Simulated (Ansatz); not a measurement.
`[OH][GeH2][SiH2][SiH3]` + HBr → `[OH][GeH2][Br]` + `[SiH3][SiH3]` at 500 K and 1 bar (cleavage of the Ge–Si bond).

Calculated with Ansatz (gas phase, PBE0-D4/def2-TZVP geometries, no zero-point term in ΔE). CBS: MP2 limit from def2 TZ/QZ plus the TZ coupled-cluster correction, frozen cores. For Br, Ge outer-core shells are correlated without core-valence functions, which leaves a few kJ/mol of doubt a bond. Scalar relativity is left out up to krypton. One conformer a species, not always the lowest.

| species | CCSD(T)/CBS energy (Eh) | H − E (kJ/mol) | S (J/(mol·K)) |
| --- | --- | --- | --- |
| `[OH][GeH2][SiH2][SiH3]` | -2734.26561 | 246.3 | 484.2 |
| HBr | -2573.91920 | 30.5 | 213.7 |
| `[OH][GeH2][Br]` | -4726.46896 | 113.2 | 359.0 |
| `[SiH3][SiH3]` | -581.74359 | 163.1 | 323.1 |

H − E and S are ideal-gas, rigid-rotor, harmonic terms from PBE0-D4/def2-TZVP, for one conformer and one mirror image of each species. 1 Eh = 2625.50 kJ/mol, R = 8.31446 J/(mol·K).

Q: By hand: ΔE, ΔH, ΔS and ΔG.

A: ΔE = (-4726.46896) + (-581.74359) − (-2734.26561) − (-2573.91920) = -0.02774 Eh = -72.8 kJ/mol. Δ(H − E) = 113.2 + 163.1 − 246.3 − 30.5 = -0.5, so ΔH = -73.3 kJ/mol. ΔS = 359.0 + 323.1 − 484.2 − 213.7 = -15.8 J/(mol·K). ΔG = -73.3 − 500 × (-15.8)/1000 = -65.4 kJ/mol.

Q: By hand: the equilibrium constant, and the temperature at which ΔG would vanish if ΔH and ΔS stayed fixed.

A: log₁₀ K = −ΔG/(RT ln 10) = 6.8. ΔG = 0 at ΔH/ΔS = 4639 K, far beyond where these terms or the molecules hold.

ΔH outweighs TΔS. A doubt of 5 kJ/mol in ΔE shifts log₁₀ K by 0.5 here. Other conformers and mirror images would add mixing entropy, several J/(mol·K) or more a flexible species. Modes under 60 cm⁻¹, often nearly free rotors, make the harmonic entropy too high. These are equilibria of isolated gas molecules and say nothing of rates. Largest T1 diagnostic: 0.013 (customary marks: 0.02 for closed shells, 0.045 for open ones).
